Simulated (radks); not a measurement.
Species: Hf. Configuration: [Xe] 4f14 5d2.5 6s1.5 (fractional occupations, a model configuration). All-electron calculation, scalar-relativistic Kohn-Sham, BLYP, spin-polarised, spherical densities, point nucleus; open shells are filled with parallel spins first (spin-orbit coupling, left out, can overturn this in heavy ions). Program: a radial shooting solver on a logarithmic mesh with Libxc functionals.

Local quantities along the radius. ELF = 1/(1 + alpha^2) is the electron localisation function; alpha = (tau - tau_W)/tau_unif compares the Pauli kinetic energy density with that of the uniform gas (summed over spins). tau is taken from the large components.

```
   r/bohr * ELF (the largest magnitude, 0.999, reaches the edge; | marks zero)
 0.001105 |                                                      *
 0.001509 |                                                      *
 0.002062 |                                                      *
 0.002794 |                                                      *
 0.003817 |                                                      *
 0.005215 |                                                      *
 0.007068 |                                                      *
 0.009656 |                                                     *
  0.01319 |                                                 *
  0.01802 |                                   *
  0.02442 |                   *
  0.03337 |                     *
  0.04558 |                                   *
  0.06227 |                                       *
   0.0844 |                          *
   0.1153 |                   *
   0.1575 |                                    *
   0.2152 |                                  *
   0.2916 |             *
   0.3984 |                                *
   0.5443 |                                    *
   0.7377 |                     *
    1.008 |                      *
    1.377 |                              *
    1.881 |                   *
    2.549 |            *
    3.483 |                     *
    4.758 |                  *
      6.5 |   *
    8.809 *
    12.03 *
```

On this mesh the ELF has minima near r = 0.029, 0.099, 0.29, 0.87, 2.5 bohr, which separate the shells, and maxima near 0.053 (0.73), 0.18 (0.73), 0.46 (0.71), 1.4 (0.57), 4.1 (0.42).
